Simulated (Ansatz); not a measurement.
Gas-phase electronic energies from Ansatz, PBE0-D4/def2-TZVP geometries. CBS: MP2 limit from def2 TZ/QZ plus the TZ coupled-cluster correction, frozen cores. One conformer a species, not always the lowest.

`B[C@H]1C[Si@H]1Cl` + `C[Si](N)(O)F` → `BN[Si](C)(O)F` + `Cl[SiH]1CC1`  (ligand exchange at a B–C bond)

`B[C@H]1C[Si@H]1Cl`:

Z-matrix (Å, degrees):
```
C
C 1 1.549
Si 1 1.895 2 62.7
B 1 1.501 2 124.6 3 88.0
H 1 1.089 2 115.3 3 -99.4
H 2 1.085 1 115.9 3 113.6
H 2 1.086 1 114.5 3 -111.5
Cl 3 2.034 1 124.5 2 104.6
H 3 1.471 1 116.7 2 -110.6
H 4 1.199 1 120.7 2 -1.4
H 4 1.197 1 119.7 2 -178.1
```

`C[Si](N)(O)F`:

```xyz
11

C    -0.189   -0.560   -1.362
Si   -0.241    0.188    0.327
N     1.297    0.711    0.795
O    -0.753   -0.818    1.513
F    -1.338    1.364    0.259
H     0.215    0.147   -2.092
H    -1.192   -0.837   -1.693
H     0.437   -1.455   -1.369
H     1.940    1.140    0.153
H     1.513    0.922    1.755
H    -1.690   -0.802    1.713
```

`BN[Si](C)(O)F`:

```xyz
13

B     0.447    2.107    0.025
N     0.952    0.858    0.406
Si    0.114   -0.649    0.442
C    -1.224   -0.756   -0.820
O     1.296   -1.767    0.283
F    -0.566   -0.872    1.874
H    -0.686    2.186   -0.356
H     1.147    3.076    0.079
H     1.913    0.825    0.723
H    -1.719   -1.729   -0.762
H    -0.819   -0.636   -1.826
H    -1.980    0.015   -0.659
H     1.124   -2.658    0.590
```

`Cl[SiH]1CC1`:

Z-matrix (Å, degrees):
```
Si
C 1 1.829
C 1 1.829 2 50.6
Cl 1 2.043 2 119.5 3 -105.5
H 1 1.473 2 122.3 3 107.4
H 2 1.086 1 120.1 3 -107.0
H 2 1.085 1 119.3 3 106.3
H 3 1.085 1 119.4 2 -106.3
H 3 1.086 1 120.1 2 107.0
```

| species | CCSD/CBS(def2) energy (Eh) |
| --- | --- |
| `B[C@H]1C[Si@H]1Cl` | -853.33690 |
| `C[Si](N)(O)F` | -560.56266 |
| `BN[Si](C)(O)F` | -585.98133 |
| `Cl[SiH]1CC1` | -827.95099 |

Work out ΔE.

ΔE = (-585.98133) + (-827.95099) − (-853.33690) − (-560.56266) = -0.03276 Eh = -86.0 kJ/mol. CCSD(T)/CBS gives -83.7 kJ/mol.

Largest T1 diagnostic among the species: 0.012.

In def2-TZVPP, CCSD(T) changes the Hartree–Fock value by +13.1 kJ/mol (the triples alone add +2.4 kJ/mol) and MP2 by +17.4 kJ/mol.
